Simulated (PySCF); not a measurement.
Frontier levels across methods

Species: C₂H₉NSi₂.
Structure used (PBE0-D3(BJ)/def2-SVP), in Å, numbered top down from 1:
```xyz
14
C2H9NSi2 angstrom
Si    -2.019   -0.384    0.094
C     -0.600    0.108   -1.069
C      0.236    1.198   -0.474
N      1.267    1.088    0.249
Si     2.152   -0.295    0.835
H     -2.864    0.807    0.407
H     -2.862   -1.428   -0.562
H     -1.448   -0.927    1.363
H     -1.050    0.439   -2.020
H     -0.007   -0.801   -1.260
H     -0.144    2.221   -0.680
H      2.028   -0.304    2.321
H      1.712   -1.639    0.323
H      3.583   -0.105    0.460
```

Basis pcSseg-1 throughout (PySCF), one geometry. One conformer (not necessarily the lowest) at the PBE0-D3(BJ)/def2-SVP geometry, without solvent, vibrations or thermal averaging.

**Question.** How do the orbital energies, the gap and the dipole change with the method?

**Answer.** 
```
   method                    kind  HOMO (eV)  LUMO (eV)  gap (eV)  μ (D)  SCF cycles
     BLYP                     GGA      -5.42      -1.69      3.73   2.07          15
     OPBE                     GGA      -5.54      -1.78      3.76   2.09          16
      PBE                     GGA      -5.55      -1.86      3.69   2.07          15
    B97-D                     GGA      -5.56      -1.75      3.81   2.11          15
      LDA                     LDA      -5.65      -2.08      3.57   2.10          15
     BP86                     GGA      -5.67      -1.96      3.71   2.10          14
      KT3                     GGA      -5.69      -1.79      3.90   2.03          15
      KT2                     GGA      -5.70      -1.84      3.86   2.03          15
    B97-2           global hybrid      -6.67      -0.89      5.78   2.19          12
    B3LYP           global hybrid      -6.68      -1.04      5.64   2.17          13
     PBE0           global hybrid      -6.93      -0.84      6.08   2.20          12
 mPW1PW91           global hybrid      -6.96      -0.85      6.11   2.21          12
BHandHLYP           global hybrid      -8.22       0.34      8.56   2.31          12
CAM-B3LYP  range-separated hybrid      -8.28       0.36      8.64   2.23          12
  wB97X-D  range-separated hybrid      -8.80       0.97      9.77   2.26          14
  LC-wPBE  range-separated hybrid      -9.63       1.48     11.11   2.30          14
       HF            Hartree–Fock     -10.31       3.08     13.39   2.54          11
```

The HOMO spans 4.89 eV, from BLYP down to HF, and the gap runs from 3.57 eV (LDA) to 13.39 eV (HF). Over the methods BLYP (0 %), OPBE (0 %), PBE (0 %), B97-D (0 %), LDA (0 %), BP86 (0 %), KT3 (0 %), KT2 (0 %), B97-2 (21 %), B3LYP (20 %), PBE0 (25 %), mPW1PW91 (25 %), BHandHLYP (50 %), HF (100 %), a straight line through the gap against the share of exact exchange rises by 0.96 eV for each 10 % (correlation coefficient 1.000). The dipole ranges from 2.03 D (KT2) to 2.54 D (HF). This basis has no diffuse functions.
